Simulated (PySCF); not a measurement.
# Deuteron quadrupole couplings in `CS[Si]1(C)C[SiH2]C1`

C4H12SSi2.
Numbering: `[CH3:1][S:2][Si:3]1([CH3:4])[CH2:5][SiH2:6][CH2:7]1` (hydrogens: H8, H9, H10 on C1; H11, H12, H13 on C4; H14, H15 on C5; H16, H17 on Si6; H18, H19 on C7)

Geometry (GFN2-xTB, Å), atoms numbered from 1 in this order:
```
atom  x, y, z in Å
C1     2.4689   -0.5641    0.8026
S2     1.8415    1.1426    0.7615
Si3   -0.1663    0.7912    0.0309
C4    -1.0075    2.4830   -0.0574
C5    -1.0777   -0.6200    0.9688
Si6   -0.9739   -1.7807   -0.5551
C7    -0.2220   -0.3173   -1.5409
H8     3.4901   -0.5148    1.1656
H9     1.8639   -1.1602    1.4775
H10    2.4481   -0.9869   -0.1963
H11   -2.0225    2.3817   -0.4242
H12   -1.0439    2.9512    0.9203
H13   -0.4710    3.1500   -0.7234
H14   -0.5943   -0.9849    1.8709
H15   -2.0945   -0.3615    1.2511
H16   -2.2618   -2.2604   -1.0535
H17   -0.0396   -2.8937   -0.3698
H18    0.7324   -0.5145   -2.0212
H19   -0.8797    0.0687   -2.3149
```

Level: PBE0/pcSseg-1 (PySCF, non-relativistic); Q(2H) = 0.00286 b; rigid geometry, the same for H and D, with no vibrational averaging.

Question: Rank these positions by the coupling χzz of a deuteron there, largest first.
A. H17 (Si–H hydrogen)
B. H13 (methyl hydrogen)
C. H14 (methylene hydrogen)
D. H10 (methyl hydrogen)

Answer: C (224 kHz), B (219 kHz), D (213 kHz), A (109 kHz).

Tabulate Vzz, the asymmetry η and χzz = 234.96 MHz × Q × Vzz for every hydrogen position.

```
atom  bonded to  bond length (Å)  Vzz (au)     η  χzz (kHz)
  H8         C1            1.085    0.3176  0.04        213
  H9         C1            1.085    0.3165  0.03        213
 H10         C1            1.085    0.3164  0.03        213
 H11         C4            1.084    0.3286  0.01        221
 H12         C4            1.085    0.3265  0.01        219
 H13         C4            1.085    0.3265  0.01        219
 H14         C5            1.087    0.3331  0.03        224
 H15         C5            1.086    0.3333  0.03        224
 H16        Si6            1.462    0.1646  0.01        111
 H17        Si6            1.465    0.1628  0.02        109
 H18         C7            1.086    0.3332  0.03        224
 H19         C7            1.087    0.3332  0.03        224
```

Average by the element that carries the hydrogen.

on C: 219 kHz over 10 positions, mean bond length 1.085 Å; on Si: 110 kHz over 2 positions, mean bond length 1.463 Å.

Give the 2H NMR doublet splittings at H19 for a magnetic field along the z, y and x axes of the gradient: 3χ/2, 3χ(1 + η)/4, 3χ(1 − η)/4.

With |χ| = 223.9 kHz and η = 0.029: 336, 173 and 163 kHz, to first order and without motion.

Isolated species at its GFN2-xTB geometry (one conformer only). GFN2-xTB bond lengths can be off by several hundredths of an ångström, more for odd bonds, and the gradients follow them. The basis is small and wasn't made for field gradients, so the couplings can be 20 % off.

The run behind these numbers computed NMR shieldings as well. Hardware: one thread, Intel Xeon at 2.50 GHz (x86_64), no GPU, shared host. Cost: 2.0 min (grids of density and orbitals included), 0.87 GiB resident at most.
